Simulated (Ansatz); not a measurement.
Reaction (redistribution): `[OH][Sn]([OH])([OH])[Br]` + `[Cl][Zn][Cl]` → `[OH][Sn]([OH])([OH])[Cl]` + `[Cl][Zn][Br]`

Program: Ansatz. Geometries: PBE0-D4/def2-TZVP. ΔE: electronic, gas phase. CCSD(T)/CBS adds triple-zeta CCSD(T) − MP2 to the extrapolated MP2 energy (def2 sets, frozen cores). DFT in def2-TZVPP. HSE06 is defined as in plane-wave codes. def2 core potentials past Kr. For Br, Sn, Zn outer-core shells are correlated without core-valence functions, which leaves a few kJ/mol of doubt a bond. Scalar relativity is left out up to krypton. One conformer a species, not always the lowest.

`[OH][Sn]([OH])([OH])[Br]`:

Z-matrix (Å, degrees):
```
Sn
O 1 1.941
O 1 1.935 2 105.1
O 1 1.942 2 107.8 3 120.3
Br 1 2.452 2 114.2 3 -119.8
H 2 0.962 1 112.9 3 -149.1
H 3 0.962 1 111.3 2 3.7
H 4 0.961 1 112.8 2 139.1
```

`[Cl][Zn][Cl]`:

Cartesian coordinates in Å:
```
Cl 0.536 -0.446 1.964
Zn 0.000 0.000 0.000
Cl -0.536 0.445 -1.964
```

`[OH][Sn]([OH])([OH])[Cl]`:

Cartesian coordinates in Å:
```
O 1.358 -0.953 0.782
Sn -0.189 -0.137 -0.057
O -0.315 1.704 0.538
O -0.049 -0.054 -1.983
Cl -2.023 -1.414 0.507
H 1.182 -1.845 1.095
H 0.057 1.843 1.413
H -0.020 0.856 -2.295
```

`[Cl][Zn][Br]`:

Z-matrix (Å, degrees):
```
Zn
Cl 1 2.087
Br 1 2.221 2 180.0
```

Question: Is it downhill or uphill in electronic energy at CCSD(T)/CBS, and by how much? (An estimate is asked.)

Answer: Ansatz gave: Nearly level: ΔE = -2.0 kJ/mol.

Question: What do these levels give: PBE-D4, r2SCAN-D4, B97M-V, r2SCAN0-D4, CAM-B3LYP-D4, BLYP, HSE06, CAM-B3LYP, RPA@PBE/def2-TZVPP, MP2/def2-SVP, MP2/def2-QZVPP, MP2/CBS(def2)? (Estimate.)

Answer: Computed: PBE-D4 -1.3, r2SCAN-D4 -1.9, B97M-V -2.8, r2SCAN0-D4 -3.2, CAM-B3LYP-D4 -3.0, BLYP -1.8, HSE06 -3.2, CAM-B3LYP -3.4, RPA@PBE/def2-TZVPP -2.2, MP2/def2-SVP -10.4, MP2/def2-QZVPP -1.1, MP2/CBS(def2) -1.0 kJ/mol.

Largest T1 diagnostic among the species: 0.014.

In def2-TZVPP, CCSD(T) changes the Hartree–Fock value by +4.7 kJ/mol (the triples alone add +0.5 kJ/mol) and MP2 by +5.7 kJ/mol. Leaving LDA and LC-ωPBE aside and taking each functional with its dispersion term where it has one, the values, not all of them listed here, spread over 2.5 kJ/mol, from BHLYP-D4 to BLYP-D4. At CCSD(T), def2-SVP lies −8.2 kJ/mol from the extrapolated value and def2-TZVPP −0.9 kJ/mol.
